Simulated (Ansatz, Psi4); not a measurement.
Here is a job for Psi4.
```
memory 2 GB

molecule {
-2 1
Ti   -0.00000000    0.00000000    0.00000000
F     1.10350812   -0.45756914   -1.41918531
F    -1.10350812    0.45756914    1.41918531
F    -1.17988332    0.81162927   -1.17911828
F    -0.91177399   -1.60408075   -0.19178056
F     0.91177399    1.60408075    0.19178056
F     1.17988332   -0.81162927    1.17911828
}

set {
  basis sto-3g
  scf_type pk
  puream true
  d_convergence 1e-8
  dft_radial_points 99
  dft_spherical_points 590
}

energy('b97m-v')
print_variables()
```

Problem. Convert this to an input for Ansatz (an electronic-structure program).

Solution. One answer among several that fit: 
Ansatz 0.2 input:
```yaml
crystal:
  periodic: [false, false, false]
  atoms:
    - {symbol: Ti, position_ang: [-0.00000000, 0.00000000, 0.00000000]}
    - {symbol: F, position_ang: [1.10350812, -0.45756914, -1.41918531]}
    - {symbol: F, position_ang: [-1.10350812, 0.45756914, 1.41918531]}
    - {symbol: F, position_ang: [-1.17988332, 0.81162927, -1.17911828]}
    - {symbol: F, position_ang: [-0.91177399, -1.60408075, -0.19178056]}
    - {symbol: F, position_ang: [0.91177399, 1.60408075, 0.19178056]}
    - {symbol: F, position_ang: [1.17988332, -0.81162927, 1.17911828]}
basis:
  gaussian:
    orbitals: STO-3G
hamiltonian:
  xc: {name: B97M-V}
total_charge: -2
accuracy: high
```

Both were run: Psi4 gave -1431.101401 Eh and Ansatz -1431.101280 Eh, 0.121 mEh apart.
